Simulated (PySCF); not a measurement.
**Electronic structure of Bi⁺ (bismuth, charge +1) at the UHF level**

Configuration: [Xe] 4f14 5d10 6s2 6p2, high-spin 3P determinant. Calculation: PySCF 2.14, in aug-cc-pVTZ-DK3 (9s8p6d3f, 84 functions); scalar relativity by spin-free X2C-1e.

* Total energy: -21526.802522 hartree
* One-electron energy: -29412.2525 hartree
* Hartree (Coulomb) energy: 8283.5054 hartree
* Exchange energy: -398.0555 hartree
* ⟨S²⟩: 2.0083
* ⟨L²⟩: 2.018
* Sum of ⟨r⟩: 46.58 bohr
* Sum of ⟨r²⟩: 60.68 bohr²
* Traceless quadrupole moment −½Σ⟨3z² − r²⟩ along its main axis: 3.64 e·bohr²
* Langevin diamagnetic susceptibility: -48.1 ×10⁻⁶ cm³/mol

| shell | electrons | mean orbital energy (eV) | spread (eV) | rms radius, mean of both spins (bohr) |
| --- | --- | --- | --- | --- |
| 1s α | 1 | -91007.9 | 0 | 0.0178 |
| 1s β | 1 | -91007.9 | 0 | 0.0178 |
| 2s α | 1 | -16518.8 | 0 | 0.0718 |
| 2s β | 1 | -16518.8 | 0 | 0.0718 |
| 2p α | 3 | -14208.5 | 0.015 | 0.0664 |
| 2p β | 3 | -14208.4 | 0.041 | 0.0664 |
| 3s α | 1 | -4067.7 | 0 | 0.183 |
| 3s β | 1 | -4067.7 | 0 | 0.183 |
| 3p α | 3 | -3394.2 | 0.017 | 0.186 |
| 3p β | 3 | -3394.2 | 0.110 | 0.186 |
| 3d α | 5 | -2679.7 | 0.069 | 0.170 |
| 3d β | 5 | -2679.7 | 0.094 | 0.170 |
| 4s α | 1 | -980.03 | 0 | 0.400 |
| 4s β | 1 | -979.95 | 0 | 0.400 |
| 4p α | 3 | -754.54 | 0.077 | 0.427 |
| 4p β | 3 | -754.43 | 0.244 | 0.427 |
| 4d α | 5 | -483.88 | 0.185 | 0.453 |
| 4d β | 5 | -483.85 | 0.240 | 0.453 |
| 5s α | 1 | -190.08 | 0 | 0.890 |
| 5s β | 1 | -189.84 | 0 | 0.890 |
| 4f α | 7 | -187.67 | 0.221 | 0.480 |
| 4f β | 7 | -187.64 | 0.269 | 0.480 |
| 5p α | 3 | -123.89 | 0.157 | 1.01 |
| 5p β | 3 | -123.68 | 0.561 | 1.01 |
| 5d α | 5 | -44.140 | 0.431 | 1.31 |
| 5d β | 5 | -43.844 | 0.715 | 1.31 |
| 6s α | 1 | -27.934 | 0 | 2.32 |
| 6s β | 1 | -23.920 | 0 | 2.32 |
| 6p α | 2 | -15.685 | 0 | 2.97 |

Spin-orbit coupling is strong in this species (close to jj coupling), so the high-spin LS determinant is a model state, not a physical level.

Densities and radii are taken from the X2C orbitals without a picture-change correction, which distorts them close to the nucleus.

Spin-orbit constants ζ (cm⁻¹) from the X2C one-electron operator on these orbitals: bare nucleus, nucleus screened by l(l+1)(2l+1)/3 electrons, and screened by the Breit-Pauli mean field of the electrons.

```json
{"shell": "2p", "bare": "11470000", "screened nucleus": "11200000", "mean field": "n/a"}
{"shell": "3p", "bare": "2597000", "screened nucleus": "2535000", "mean field": "n/a"}
{"shell": "3d", "bare": "397600", "screened nucleus": "349700", "mean field": "n/a"}
{"shell": "4p", "bare": "635900", "screened nucleus": "620600", "mean field": "n/a"}
{"shell": "4d", "bare": "87300", "screened nucleus": "76780", "mean field": "n/a"}
{"shell": "4f", "bare": "18710", "screened nucleus": "12400", "mean field": "n/a"}
{"shell": "5p", "bare": "114600", "screened nucleus": "111800", "mean field": "n/a"}
{"shell": "5d", "bare": "10710", "screened nucleus": "9421", "mean field": "n/a"}
{"shell": "6p", "bare": "10440", "screened nucleus": "10180", "mean field": "n/a"}
```

To first order the Landé constant is A = 5092 cm⁻¹, so the lowest level has J = 0 and lies 1.26 eV below the centre of the term. This holds in LS coupling only, and this species is close to jj coupling.
